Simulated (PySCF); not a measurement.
## Relaxation of singlet [NbO3]-

Method: PySCF, PBE, basis Nb def2-SVPD with ECP28, O def2-SVPD (scalar-relativistic core potentials, no spin–orbit coupling, density fitting). A (50,194) grid was used.

A start displaced from a saddle point along its imaginary mode, of C3v symmetry, held to at least that symmetry:

```xyz
4
charge -1 multiplicity 1, angstrom
Nb    0.0000    0.1291    0.0000
O     0.0021   -0.2500    1.8066
O     1.5635   -0.2500   -0.9051
O    -1.5656   -0.2500   -0.9015
```

Optimiser trace:
```json
{"step": "0", "E − E(last) (kJ/mol)": "11.50", "largest gradient (Eh/bohr)": "0.03169"}
{"step": "1", "E − E(last) (kJ/mol)": "0.77", "largest gradient (Eh/bohr)": "0.00562"}
{"step": "2", "E − E(last) (kJ/mol)": "0.12", "largest gradient (Eh/bohr)": "0.00096"}
{"step": "3", "E − E(last) (kJ/mol)": "0.01", "largest gradient (Eh/bohr)": "0.00103"}
{"step": "4", "E − E(last) (kJ/mol)": "0.00", "largest gradient (Eh/bohr)": "0.00008"}
{"step": "5", "E − E(last) (kJ/mol)": "0.00", "largest gradient (Eh/bohr)": "0.00000"}
```

It ends at C3v with Nb–O 1.801 Å (×3); O–Nb–O 114.5° (×3) (after a last refinement on a finer grid). A frequency run shows a minimum.
